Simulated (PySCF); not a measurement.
## SeF2, singlet: molecular constants

All numbers come from PySCF, PBE0, basis Se def2-TZVP, F def2-TZVP (no relativity, density fitting).

The structure is a minimum.

```xyz
3
charge 0 multiplicity 1, angstrom
Se    0.0000    0.0000   -0.3701
F     1.2907    0.0000    0.7819
F    -1.2907    0.0000    0.7819
```

```
Point group                                                                   : C2v
Bond lengths                                                                  : Se–F 1.730 Å (×2)
Bond angles                                                                   : F–Se–F 96.5°
Zero-point energy                                                             : 10.1 kJ/mol
Atomisation energy without zero-point energy                                  : 683 kJ/mol
Rotational symmetry number                                                    : 2
Enthalpy at 298.15 K above 0 K                                                : 11.71 kJ/mol
Principal polarisabilities                                                    : 19.0, 24.6, 27.4 bohr³
Entropy at 298.15 K and 1 bar                                                 : 271.3 J/(mol K)
Highest occupied level                                                        : -7.14 eV
Heat capacity Cp at 298.15 K                                                  : 47.3 J/(mol K)
Rotational constants                                                          : 0.4932, 0.2663, 0.1729 cm⁻¹
Dipole moment                                                                 : 1.94 D
Principal quadrupole moments (Buckingham, traceless) about the centre of mass : -1.00, -0.92, 1.93 D Å
Lowest empty level                                                            : -2.32 eV
```

Harmonic modes (masses in u: Se 79.917, F 18.998):
```
symmetry  ω (cm⁻¹)  IR (km/mol)     type
      a1       268          4.9     bend
      b2       691          102  stretch
      a1       722         56.1  stretch
```

In C2v the vibrations span 2a1 + b2. Here b1 is antisymmetric to the molecular plane and b2 lies in it.

Charges (e):
| atom | Mulliken | Löwdin | polar tensor | Mayer order to Se1 |
| --- | --- | --- | --- | --- |
| Se1 | 0.56 | 0.38 | 0.99 | – |
| F2,3 | -0.28 | -0.19 | -0.49 | 0.97 |

Mulliken populations on Se1: s 7.93, p 15.20, d 10.24, f 0.06.

Outer orbital energies (eV). occupied: -20.17, -14.97, -13.97, -13.55, -12.60, -12.29, -12.00, -7.14; empty: -2.32, -1.43, 5.59, 5.64.

Counting electrons, selenium keeps 4 of its valence electrons outside its bonds, so the VSEPR class is AX2E2 and the expected shape is bent (C2v), as computed. The angle of 96° is close to 90°: the heavy centre bonds with nearly pure p orbitals and keeps its lone pair s-like.

The final relaxation and frequency run took 14 s on 2 threads of a shared AMD EPYC 9R45 96-Core (Zen 5) host, with 110 basis functions and 9 gradients; the process peaked at 0.97 GiB. Launch command: `OMP_NUM_THREADS=2 python axn.py task.json out`.
